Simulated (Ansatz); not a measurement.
Molecule: sum formula H3BNO2, charge 0, multiplicity 2. It need not be the lowest isomer of its formula. SMILES: B(O)([NH])O
Geometry from a B3LYP-D3(BJ)/def2-TZVP (Ansatz, a first-principles code) optimisation:
```
B
O 1 1.3718
H 2 0.9613 1 116.06
O 1 1.3718 2 125.35 3 1.37
H 4 0.9613 1 116.06 2 -1.37
N 1 1.4519 2 117.26 3 -174.58
H 6 1.0194 1 116.39 2 -91.86
```
Charge 0, spin multiplicity 2.

Wanted: atomisation energy (electronic, to ground-state atoms), in kJ/mol. Valence correlation only, unless marked. UHF or UKS for open shells. Spin-orbit coupling is left out. Non-relativistic. The coupled-cluster limit lacks core correlation, which all-electron functionals hold. Basis-set limits of correlation are two-point, X^-3; Hartree-Fock from the larger set.

```csv
level,program,atomisation energy (kJ/mol)
SVWN5/def2-TZVPD,Ansatz,?
revPBE/def2-TZVPD,Ansatz,2738.2
PBE0/6-31G*,Ansatz,?
PBE0-D3(BJ)/def2-TZVP,Ansatz + dftd3,2773.3
BHLYP-D3(BJ)/def2-TZVPD,Ansatz + dftd3,2668.8
BHLYP-D4/def2-TZVPD,Ansatz + dftd4,2666.8
r2SCANh/def2-TZVPD,Ansatz,2763.6
HSE06-D3(BJ)/def2-TZVPD,Ansatz + dftd3,2778.9
LC-wPBE-D3(BJ)/def2-TZVPD,Ansatz + dftd3,?
B2GP-PLYP/def2-TZVPD,Ansatz,2740.3
B2PLYP-D4/def2-TZVPD,Ansatz + dftd4,2758.8
SCS-MP2/cc-pVQZ,Ansatz,2804.6
CCSD/aug-cc-pVQZ,Ansatz,?
"CCSD(T)/CBS(aug-cc-pVTZ,aug-cc-pVQZ)",Ansatz,2776.0
```

Problem. What belongs in the gaps?

Solution. 
- SVWN5/def2-TZVPD, atomisation energy (kJ/mol): 3243.1
- PBE0/6-31G*, atomisation energy (kJ/mol): 2720.5
- LC-wPBE-D3(BJ)/def2-TZVPD, atomisation energy (kJ/mol): 2789.3
- CCSD/aug-cc-pVQZ, atomisation energy (kJ/mol): 2696.8
